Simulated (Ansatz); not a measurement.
Two isomers of CH7BOSi: A = `BO[SiH2]C`, B = `C[SiH2]BO`.

Program: Ansatz. Geometries: PBE0-D4/def2-TZVP. ΔE: electronic, gas phase. CBS: MP2 limit from def2 TZ/QZ plus the TZ coupled-cluster correction, frozen cores. DFT in def2-TZVPP. B3LYP here is the variant with VWN-RPA as its local correlation; programs differ in this. Each species was taken in one conformer, which may not be the lowest.

Problem. Which isomer does CCSD(T)/CBS put lower? Give the gap. (An estimate is asked.)

Solution. The calculation gave: A, by 115.9 kJ/mol.

Problem. Give E(B) − E(A) in kJ/mol with CCSD(T)/def2-SVP, B3LYP, LDA (SPW92), PBE-D4, B2PLYP, ωB97M-V, r2SCAN-D4. (An estimate is asked.)

Solution. The calculation gave: CCSD(T)/def2-SVP 100.4, B3LYP 115.5, LDA (SPW92) 93.9, PBE-D4 92.5, B2PLYP 119.6, ωB97M-V 116.7, r2SCAN-D4 110.8. None reverses the order clearly.

Problem. Does the order hold for the free energy at 298.15 K (harmonic terms from PBE0-D4)? (Best estimate.)

Solution. Ansatz gave: Yes: G(B) − G(A) = +119.0 kJ/mol, for one conformer each. Modes under 60 cm⁻¹, often nearly free rotors, make the harmonic entropy too high.

Largest T1 diagnostic: 0.013.

From BLYP to BHLYP (50 % exact exchange), in def2-TZVPP and without D4, E(B) − E(A) moves by +17.0 kJ/mol. In def2-TZVPP, CCSD(T) changes the Hartree–Fock value by −25.3 kJ/mol (the triples alone add −3.1 kJ/mol) and MP2 by −17.3 kJ/mol.
